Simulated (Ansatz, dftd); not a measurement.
Reaction: H2BSO (SMILES B(O)[S], doublet) → H2BSO (SMILES S[B]O, doublet)
Each species at its own B3LYP-D3(BJ)/def2-TZVP minimum (Ansatz, a program for electronic structure), one conformer.

Property: isomerisation energy (electronic), in kcal/mol. Radicals and triplets start from unrestricted determinants; spin-orbit coupling is neglected. CBS(X,Y): correlation extrapolated as X^-3, Hartree-Fock from the larger set. A bracket is a step between two methods taken in the basis named. Functionals run without relativity, which enters their misses. Double hybrids freeze cores in their MP2 part. 'core' is core correlation in cc-pwCVTZ (1s frozen past Ne), 'X2C' scalar relativity in cc-pVTZ-DK, both at CCSD(T).

Compared with CCSD(T)/CBS(cc-pV(T+d)Z,cc-pV(Q+d)Z) + [CCSDT(Q) - CCSD(T)]/cc-pV(D+d)Z + core + X2C (Ansatz): 15.4 kcal/mol.

Costs are rough ratios of core time, to one figure, on one kind of shared machine, summed over the single points of the molecules; atoms, geometries and frequencies are left out. The first row took roughly 10 core seconds; short runs hold start-up time.

```csv
level,program,cost relative to the first row,difference (kcal/mol)
PBE0-D3(BJ)/def2-TZVPD,Ansatz + dftd3,1,-1.3
B3LYP-D3(BJ)/def2-TZVPD,Ansatz + dftd3,1,1.1
B2GP-PLYP/def2-TZVPD,Ansatz,2,1.1
r2SCAN-D3(BJ)/def2-TZVPD,Ansatz + dftd3,2,-2.1
r2SCAN-D4/def2-TZVPD,Ansatz + dftd4,2,-2.1
r2SCAN/def2-TZVPD,Ansatz,2,-2.1
wB97X-V/def2-TZVPD,Ansatz,3,0.9
```

The dearest row costs roughly 3 times the first. Costs within a factor of two don't rank. The table holds for this case alone.
